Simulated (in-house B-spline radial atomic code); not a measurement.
Values are calculated unless marked as measured or tabulated.
# Building a PAW p channel for P, r_c = 2.19 bohr

P, [Ne] 3s2 3p3, non-relativistic LDA (VWN5), spherical and spin-unpolarised, from an all-electron radial atomic-structure program (B-spline basis) (atomic units; all potentials screened as in the neutral atom).

Two all-electron partial waves φ1, φ2 are integrated outwards at E1 = ε(3p) = -0.20608 and E2 = E1 + 1.5 hartree; φ1 is the bound orbital and φ2 has unit norm inside r_c = 2.1933 bohr. Smooth partners are polynomials, r^2(a0 + a1 r² + a2 r⁴ + a3 r⁶), matched to φ and three derivatives at r_c, with no condition on the norm. The local potential is -3.85231 + (1.76953) r² + (-0.356469) r⁴ + (0.0270687) r⁶ inside 1.7957 bohr and the all-electron one outside.

```tsv
wave	φ(r_c)	φ'(r_c)	a0	a1	a2	a3
1	0.6474238	-0.1424297	0.5490539	-0.159176	0.01966567	-0.0009327582
2	0.6068498	2.037082	-1.530071	0.7443566	-0.1093729	0.005448202
```

Inside r_c the overlaps are <φi φj> = [[0.50039, -0.46843], [-0.46843, 1.00000]] and, for the smooth waves, [[0.48817, -0.39985], [-0.39985, 0.78129]]. With χj = (Ej − T − V_local) applied to smooth wave j, the program's quadrature gives the matrix B_ij = <smooth i, χj> as [[0.09258, -0.11375], [-0.21662, 0.47773]].

Check the match of the first wave, and find the augmentation charges q_ij.

At r_c the four terms are 2.64126, -3.68358, 2.18926, -0.49952, which sum to 0.6474, φ1(r_c) to rounding. q_ij is the all-electron overlap less the smooth one: [[0.01222, -0.06859], [-0.06859, 0.21871]]. The smooth first wave has a norm of 0.4882 inside r_c against 0.5004, and q11 > 0 puts back the missing charge.

B isn't symmetric. Show that D_ij = B_ij + Ej q_ij is.

Integrating by parts gives B12 − B21 = (E1 − E2) q12: -0.11375 − (-0.21662) = 0.10288, and −1.5 × (-0.06859) = 0.10288. So D12 = -0.11375 + (1.293920)(-0.06859) = -0.20249 and D21 = -0.21662 + (-0.20608)(-0.06859) = -0.20249; D11 = 0.09006, D22 = 0.76072. The projectors, p = (B⁻¹)ᵀ χ, are dual to the smooth waves; det B = 0.02.

Solving (T + V_local + Σ p D p) ψ = E (1 + Σ p q p) ψ in a sphere of 9 bohr, whose wall lifts the free-atom level a little, gives these levels:

```csv
all-electron,one projector,two projectors
-0.205955,-0.205955,-0.205955
0.095036,0.094783,0.095029
0.403589,0.401737,0.403561
0.864131,0.856097,0.864104
1.465140,1.440150,1.465130
```

What does the second projector gain?

With one projector the errors are 0.00, -0.25, -1.85, -8.03, -24.99 millihartree. With two the errors are 0.00, -0.01, -0.03, -0.03, -0.01 millihartree. The scattering is exact at E1 and at E2 = 1.294, and over all levels compared the largest error is 0.028 millihartree. The lowest eigenvalue of the overlap operator is 1 with one and 0.9325 with two projectors. The smooth orbital alone needs a cutoff of 4.26 hartree for 1 millihartree of kinetic energy, against 4.62 for a norm-conserving Troullier-Martins orbital of the same radius.
